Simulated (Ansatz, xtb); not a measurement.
# Two isomers of C4H14BN

Structure I: `C[BH2-][NH2+]C(C)C`, a singlet. Structure II: `[BH3-][NH2+]CC(C)C`, a singlet. Both are isolated molecules in the gas phase, relaxed with PBE0-D3(BJ)/def2-SVP, each in the lowest conformer that the search found.

I (Å):

```yaml
atoms:
  - { symbol: C, position_ang: [1.2163, -2.8822, -0.5843] }
  - { symbol: C, position_ang: [-0.1688, 0.4248, 1.1720] }
  - { symbol: C, position_ang: [-0.6383, 0.5304, 2.6142] }
  - { symbol: C, position_ang: [0.7797, 1.5431, 0.7851] }
  - { symbol: B, position_ang: [0.7972, -1.3242, -0.6199] }
  - { symbol: N, position_ang: [0.4619, -0.8932, 0.9258] }
  - { symbol: H, position_ang: [2.1223, -3.0852, 0.0177] }
  - { symbol: H, position_ang: [1.4464, -3.2275, -1.6054] }
  - { symbol: H, position_ang: [0.4179, -3.5506, -0.2083] }
  - { symbol: H, position_ang: [1.7066, -0.5852, -0.9896] }
  - { symbol: H, position_ang: [-0.2509, -1.0981, -1.2276] }
  - { symbol: H, position_ang: [1.3250, -0.9672, 1.4714] }
  - { symbol: H, position_ang: [-0.1513, -1.6256, 1.2909] }
  - { symbol: H, position_ang: [-1.0395, 0.4496, 0.4975] }
  - { symbol: H, position_ang: [0.2129, 0.4955, 3.3146] }
  - { symbol: H, position_ang: [-1.3343, -0.2822, 2.8774] }
  - { symbol: H, position_ang: [-1.1635, 1.4822, 2.7792] }
  - { symbol: H, position_ang: [1.6880, 1.5239, 1.4108] }
  - { symbol: H, position_ang: [1.0840, 1.4534, -0.2651] }
  - { symbol: H, position_ang: [0.2915, 2.5167, 0.9342] }
```

II (Å):

```xyz
20

C     0.7312   -0.8680    1.0100
C    -0.3427    0.1788    1.2886
C    -0.2570    0.6199    2.7449
C    -0.2499    1.3730    0.3441
B     1.7786   -2.6218   -0.6202
N     0.6803   -1.4563   -0.3347
H     1.5820   -2.9797   -1.7763
H     2.8742   -2.0941   -0.4618
H     1.5489   -3.5045    0.1999
H     0.8068   -0.7295   -1.0406
H    -0.2471   -1.8505   -0.5043
H     0.6585   -1.7048    1.7200
H     1.7389   -0.4406    1.1324
H    -1.3279   -0.3044    1.1394
H    -0.3547   -0.2339    3.4326
H     0.7099    1.1073    2.9513
H    -1.0515    1.3411    2.9876
H    -1.0268    2.1173    0.5740
H    -0.3845    1.0917   -0.7129
H     0.7284    1.8727    0.4383
```

Quicker runs give these differences E(II) − E(I): GFN2-xTB −3.0 kcal/mol; HF/STO-3G +6.6 kcal/mol (at GFN2-xTB geometries); r2SCAN-D4/def2-SVP +7.5 kcal/mol (at GFN2-xTB geometries).

**Question.** Which of the two would you expect CCSD(T)/def2-SVP + ΔMP2/def2-TZVPP electronic energies to favour?

**Answer.** Structure I; the calculation gives E(II) − E(I) = +7.2 kcal/mol.

How the difference moves with the method:

```csv
level,geometry,E(II) − E(I) (kcal/mol),departure from the last row (kcal/mol),"job, with rough time for the two"
GFN2-xTB,GFN2-xTB,−3.0,−10.3,"optimisation, 0.14 s"
HF/STO-3G,GFN2-xTB,+6.6,−0.7,"single point, 0.36 s"
r2SCAN-D4/def2-SVP,GFN2-xTB,+7.5,+0.3,"single point, 3.9 s"
PBE0-D3(BJ)/def2-SVP,PBE0-D3(BJ)/def2-SVP,+7.2,0.0,"optimisation, 40 s"
HF/def2-SVP,PBE0-D3(BJ)/def2-SVP,+6.5,−0.8,part of the CCSD(T) run
MP2/def2-SVP,PBE0-D3(BJ)/def2-SVP,+6.9,−0.3,part of the CCSD(T) run
CCSD(T)/def2-SVP,PBE0-D3(BJ)/def2-SVP,+6.7,−0.5,single point
CCSD(T)/def2-SVP + ΔMP2/def2-TZVPP,PBE0-D3(BJ)/def2-SVP,+7.2,,"single point, 83 s"
```

As drawn, II has 1 C–C, 1 B–H in place of 1 C–B, 1 C–H.

GFN2-xTB puts the two in the other order. The largest departure from CCSD(T)/def2-SVP + ΔMP2/def2-TZVPP is that of GFN2-xTB, 10.3 kcal/mol. The last row adds to CCSD(T) the change of the MP2 difference between the two basis sets, here +0.5 kcal/mol.

With thermal terms from frequencies at re-optimised GFN2-xTB minima (ideal gas, soft modes damped towards free rotors, one conformer each, 298.15 K, 1 atm): the zero-point term adds −0.3 kcal/mol; ΔH is +6.8 and ΔG +7.0 kcal/mol.

The correlated steps freeze 6 core orbitals. Run with Ansatz 0.2.0, xtb 6.7.1; the last row on 4 threads of Arm Neoverse V1 on a shared host.
